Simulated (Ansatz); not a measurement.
`[CH3][Al-]([CH3])([OH])[OH2+]`, charge 0, multiplicity 1.

(1) Give a relaxed structure at PBE0-D4/def2-TZVP (Ansatz). (Estimate.)

## Answers

(1) Ansatz gave: 
Z-matrix (Å, degrees):
```
C
Al 1 1.959
H 1 1.096 2 111.5
H 1 1.095 2 111.8 3 119.1
H 1 1.095 2 112.4 3 -120.1
C 2 1.964 1 121.0 3 -74.9
O 2 1.753 1 117.3 3 77.5
O 2 2.019 1 107.6 3 170.0
H 6 1.096 2 112.6 1 -53.3
H 6 1.096 2 110.8 1 65.4
H 6 1.095 2 112.9 1 -175.5
H 7 0.954 2 123.4 1 -27.0
H 8 0.976 2 91.8 1 -116.8
H 8 0.963 2 114.5 1 132.7
```
This is one stationary point; other conformers may exist.
